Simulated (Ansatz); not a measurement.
CH5FN2Si, SMILES `N=C[SiH](N)F`, relaxed with RKS PBE0-D4/def2-TZVP in Ansatz 0.2.0 from a PBE-D4/def2-SVP geometry. The force threshold is 0.005 eV/Å; the program also tests the step.

Total charge 0; spin multiplicity 1.

Start:

```xyz
10

N     2.146    0.068   -0.902
C     1.346    0.323    0.073
Si   -0.542    0.411   -0.104
N    -1.272   -0.709    0.977
F    -0.743    0.075   -1.714
H     1.587   -0.058   -1.773
H     1.813    0.485    1.074
H    -1.165    1.753    0.126
H    -0.890   -1.652    1.087
H    -2.279   -0.695    1.156
```

| step | energy (eV) | largest force (eV/Å) | largest move (Å) |
| --- | --- | --- | --- |
| 1 | -14687.5067 | 0.943 | 0.000 |
| 2 | -14687.5726 | 0.638 | 0.029 |
| 3 | -14687.5917 | 0.080 | 0.026 |
| 4 (rejected) | -14687.5896 | 0.159 | 0.042 |
| 5 | -14687.5942 | 0.038 | 0.021 |
| 6 (rejected) | -14687.5935 | 0.114 | 0.014 |
| 7 | -14687.5947 | 0.011 | 0.007 |
| 8 | -14687.5948 | 0.013 | 0.006 |
| 9 | -14687.5948 | 0.022 | 0.007 |
| 10 | -14687.5948 | 0.014 | 0.003 |
| 11 | -14687.5948 | 0.006 | 0.004 |
| 12 | -14687.5948 | 0.004 | 0.002 |

End:

```xyz
10

N     2.138    0.077   -0.879
C     1.322    0.320    0.065
Si   -0.548    0.391   -0.126
N    -1.264   -0.719    0.933
F    -0.776    0.087   -1.687
H     1.638   -0.062   -1.761
H     1.765    0.486    1.055
H    -1.148    1.719    0.132
H    -0.897   -1.646    1.070
H    -2.232   -0.653    1.200
```

Run time 36 s (4 threads of a server CPU on a shared host); peak host memory 0.45 GiB.
